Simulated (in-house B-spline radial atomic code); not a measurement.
## TDHF excitations of the tellurium ion Te⁶⁺

Method: TDHF. Computed with a B-spline radial code for spherical atoms: linear response of the closed shell [Kr] 4d10 with bare exchange (time-dependent Hartree-Fock); scalar-relativistic (spin-free one-electron X2C), finite nucleus, no spin-orbit coupling, no double excitations, S, P, D and F terms only; shells from n = 2 respond. Only terms of natural parity with L up to 3 were computed.

Command:
```bash
python run_td.py task.json out
```
Settings (radii: box in bohr, nucleus in fm):
```
Z                        52
electrons                46
configuration            [Kr] 4d10
hamiltonian              x2c
method                   hf
box_radius               14.35
rms_radius               4.7423
intervals                70
```

Cost of the run: 2.2 s on 1 thread of Intel(R) Xeon(R) Platinum 8375C CPU @ 2.90GHz (Ice Lake), with other jobs on the host.

The lowest states, in the order of their Tamm-Dancoff energies; the method's threshold (minus the highest occupied level) is 125.07 eV. Labels give the largest channel, * marks a mixed state, and oscillator strengths are full-response dipole values. Energies in eV:

```json
{"state": "4d → 5s 3D", "full response": "39.60", "Tamm-Dancoff": "39.64", "oscillator strength": "-"}
{"state": "4d → 5s 1D", "full response": "40.64", "Tamm-Dancoff": "40.66", "oscillator strength": "-"}
{"state": "4d → 5p 3P", "full response": "52.23", "Tamm-Dancoff": "52.27", "oscillator strength": "-"}
{"state": "4d → 5p 3F", "full response": "53.09", "Tamm-Dancoff": "53.13", "oscillator strength": "-"}
{"state": "4d → 5p 1F", "full response": "53.75", "Tamm-Dancoff": "53.76", "oscillator strength": "-"}
{"state": "4d → 5p 1P", "full response": "54.41", "Tamm-Dancoff": "54.50", "oscillator strength": "0.998"}
{"state": "4d → 4f 3P", "full response": "68.43", "Tamm-Dancoff": "68.48", "oscillator strength": "-"}
{"state": "4d → 5d 3S", "full response": "70.80", "Tamm-Dancoff": "70.86", "oscillator strength": "-"}
{"state": "4d → 4f 3F", "full response": "71.34", "Tamm-Dancoff": "71.42", "oscillator strength": "-"}
{"state": "4d → 5d 3D", "full response": "72.62", "Tamm-Dancoff": "72.64", "oscillator strength": "-"}
{"state": "4d → 5d 1D", "full response": "73.25", "Tamm-Dancoff": "73.26", "oscillator strength": "-"}
{"state": "4d → 4f 1F", "full response": "73.71", "Tamm-Dancoff": "73.74", "oscillator strength": "-"}
{"state": "4d → 5d 1S", "full response": "76.95", "Tamm-Dancoff": "77.44", "oscillator strength": "-"}
{"state": "4d → 6s 3D", "full response": "79.90", "Tamm-Dancoff": "79.91", "oscillator strength": "-"}
{"state": "4d → 6s 1D", "full response": "80.16", "Tamm-Dancoff": "80.17", "oscillator strength": "-"}
{"state": "4d → 4f 1P", "full response": "81.02", "Tamm-Dancoff": "81.99", "oscillator strength": "4.97"}
{"state": "4d → 6p 3P", "full response": "84.98", "Tamm-Dancoff": "85.00", "oscillator strength": "-"}
{"state": "4d → 6p 3F", "full response": "85.31", "Tamm-Dancoff": "85.32", "oscillator strength": "-"}
{"state": "4d → 6p 1F", "full response": "85.51", "Tamm-Dancoff": "85.51", "oscillator strength": "-"}
{"state": "4d → 6p 1P", "full response": "?", "Tamm-Dancoff": "?", "oscillator strength": "?"}
{"state": "4d → 5f 3P", "full response": "?", "Tamm-Dancoff": "?", "oscillator strength": "-"}
{"state": "4d → 5f 3F", "full response": "91.94", "Tamm-Dancoff": "91.95", "oscillator strength": "-"}
```

Question: Where does 4d → 6p 1P lie?

Answer: At 85.72 eV in full response, 85.76 eV in Tamm-Dancoff, oscillator strength 0.492.

Question: Where does 4d → 5f 3P lie?

Answer: At 91.06 eV in full response, 91.07 eV in Tamm-Dancoff.

Question: How large is the singlet-triplet splitting of 4d → 5s (D terms) in Tamm-Dancoff?

Answer: 1.02 eV, from the unrounded values.

Question: What polarisabilities and dispersion coefficient does the method give?

Answer: Dipole 1.295 bohr³, quadrupole 1.776 bohr⁵, C6 3.962 hartree·bohr⁶ for two such species.
